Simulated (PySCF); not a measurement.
F₂HOSTa, SMILES [OH][Ta]([F])([F])=[S], multiplicity 1.

Geometry optimised at B3LYP-D3(BJ)/def2-SVP. The spin state was assumed, not searched. The structure was generated by enumeration; whether it is a known compound was not checked. The def2 effective core potentials stand for the cores of Ta; spin–orbit coupling is left out. Other conformers were not sampled.

Level of theory: PBE/def2-TZVP (PySCF).

Gas-phase values at a fixed geometry.

- total energy: -730.74254 hartree
- point group: Cs
- highest occupied level: -6.78 eV
- lowest empty level: -2.69 eV
- orbital gap: 4.08 eV
- dipole moment: 2.73 D
- quadrupole, principal values (traceless, Buckingham form, about the centre of nuclear charge): -5.43, -5.08, 10.51 D·Å
- mean static polarisability: 61.0 bohr³ (9.04 Å³)
- polarisability, principal values: 49.6, 55.4, 78.0 bohr³
